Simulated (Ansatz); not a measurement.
The same path of AlBrFH$_{3}$ (6 atoms, charge 0, multiplicity 1) was run twice with different band settings. Lost on the way: Br5–H6. Made: F2–H6.

Computed with RKS PBE-D4/def2-SVP in Ansatz.

Relaxed end points:

```xyz
6
Properties=species:S:1:pos:R:3
Al 0.009 -0.095 0.020
F 0.012 0.132 1.774
H 1.429 0.141 -0.654
H -1.430 0.057 -0.638
Br 0.088 -2.616 0.960
H 0.057 -1.376 1.857
```

```xyz
6
Properties=species:S:1:pos:R:3
Al 0.016 -0.366 -0.093
F 0.017 -0.006 1.878
H 1.422 0.159 -0.612
H -1.424 0.076 -0.597
Br 0.087 -2.617 0.731
H 0.047 -1.003 2.012
```

Common settings: movable images 9; climbing image yes; spring 5.0 eV/Å²; optimiser quadratic models (default); start path through a guess of the saddle point; iteration limit 60; end points relaxed.

| run | force threshold |
| --- | --- |
| 1 | 0.03 eV/Å |
| 2 | 0.2 eV/Å |

Question: What does each run give, and how far can it be trusted?

Answer: Run 1: converged after 7 iterations, highest image 0.000 eV above the first end. The highest image is an end point: on this band no image between the ends rises above it. A vibrational analysis next to that end finds imaginary modes (94i cm⁻¹), so it isn't a minimum.
Run 2: converged after 4 iterations, highest image 0.000 eV above the first end. The highest image is an end point: on this band no image between the ends rises above it.
The orbitals stay closed-shell, which can raise the energy where a bond breaks towards radicals; this wasn't checked here.
